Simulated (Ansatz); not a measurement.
Basis-set extrapolation for AlH6NSSi, SMILES `[NH2][AlH][SiH2]S` (PBE0-D4/def2-TZVP geometry, frozen core, Ansatz). Multiplicity 1, RHF reference.

```
                      def2-TZVPP   def2-QZVPP
                 HF  -986.443096  -986.473411
    MP2 correlation    -0.597321    -0.644282
CCSD(T) correlation    -0.679574      not run
```

Energies in hartree. Use E(X) = E(∞) + A·exp(−7.88·√X) for Hartree–Fock and E(X) = E(∞) + B·X^(−2.97) for correlation, with X = 3 and 4, and add CCSD(T) minus MP2 of the smaller set to the MP2 limit.

Q: What is the CCSD(T) energy at the basis-set limit?

A: HF limit: -986.473411 + (-0.030315) × 0.13774 = -986.47759. MP2 limit: -0.644282 + (-0.046961) × 0.74074 = -0.67907. Higher-order term: -0.679574 − (-0.597321) = -0.08225. Total: -987.23891 hartree, 305.2 kJ/mol below CCSD(T)/def2-TZVPP.
